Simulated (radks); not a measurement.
Values are calculated unless marked as measured or tabulated.
Charge is removed step by step from the 6s1/2 level of neutral thallium, starting from [Hg] 6p1. Code: a radial shooting solver on a logarithmic mesh with Libxc functionals. Model: Dirac Kohn-Sham, PBE, spin-unpolarised, spherical densities, point nucleus; open shells fill j = l - 1/2 first.

| removed (e) | E - E(0) (eV) | eigenvalue (eV) | E minus straight line (eV) |
|---|---|---|---|
| 0 | 0.000 | -9.120 | 0.000 |
| 0.1 | 0.950 | -9.873 | -0.357 |
| 0.2 | 1.975 | -10.641 | -0.639 |
| 0.3 | 3.078 | -11.422 | -0.842 |
| 0.4 | 4.260 | -12.216 | -0.967 |
| 0.5 | 5.522 | -13.022 | -1.012 |
| 0.6 | 6.865 | -13.839 | -0.976 |
| 0.7 | 8.290 | -14.666 | -0.858 |
| 0.8 | 9.798 | -15.502 | -0.656 |
| 0.9 | 11.391 | -16.348 | -0.371 |
| 1 | 13.068 | -17.202 | 0.000 |

Removing the whole electron costs 13.068 eV by Delta-SCF, against 9.120 eV from minus the eigenvalue at the starting occupation. Slater's transition state (half an electron removed) gives 13.022 eV. Integrating minus the eigenvalue over the occupation (Janak's theorem) gives 13.068 eV. The mean slope of the eigenvalue, de/dn, is 8.08 eV per electron.
